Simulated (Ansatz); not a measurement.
Calculated with Ansatz (gas phase, PBE0-D4/def2-TZVP geometries, no zero-point term in ΔE). CCSD(T)/CBS adds triple-zeta CCSD(T) − MP2 to the extrapolated MP2 energy (def2 sets, frozen cores). DFT in def2-TZVPP. For Ga outer-core shells are correlated without core-valence functions, which leaves a few kJ/mol of doubt a bond. Scalar relativity is left out up to krypton. Each species was taken in one conformer, which may not be the lowest.

Reaction (ligand exchange at the Si–O bond): `C[O][Ga]([SH])[O][SiH3]` + `BNC=C` → `BN([SiH3])C=C` + `C[O][Ga]([OH])[SH]`

| level | ΔE (kJ/mol) | difference from CCSD(T)/CBS |
| --- | --- | --- |
| r2SCAN-D4 | 71.1 | 4.8 |
| ωB97X-V | 70.0 | 3.7 |
| B2PLYP | 73.6 | 7.3 |
| HF/def2-TZVPP | 92.0 | 25.7 |
| SCS-MP2/def2-TZVPP | 70.0 | 3.7 |
| CCSD(T)/def2-TZVPP | 67.7 | 1.4 |
| SCS-MP2/def2-QZVPP | 69.4 | 3.1 |
| HF/CBS(def2) | 92.9 | 26.6 |
| MP2/CBS(def2) | 63.5 | -2.8 |
| CCSD/CBS(def2) | 69.8 | 3.5 |
| CCSD(T)/CBS | 66.3 | 0 |

Largest T1 diagnostic among the species: 0.014.

The D4 term adds −4.1 kJ/mol with B3LYP and −1.8 kJ/mol with PBE0; it sums over pairs of atoms, weighted by their polarisabilities, and B3LYP, whose exchange is more repulsive, gets the larger term. From PBE to PBE0 (25 % exact exchange), in def2-TZVPP and without D4, ΔE moves by +3.5 kJ/mol. In def2-TZVPP, CCSD(T) changes the Hartree–Fock value by −24.3 kJ/mol (the triples alone add −3.5 kJ/mol) and MP2 by −27.1 kJ/mol.

B3LYP here is the variant with VWN-RPA as its local correlation; programs differ in this.
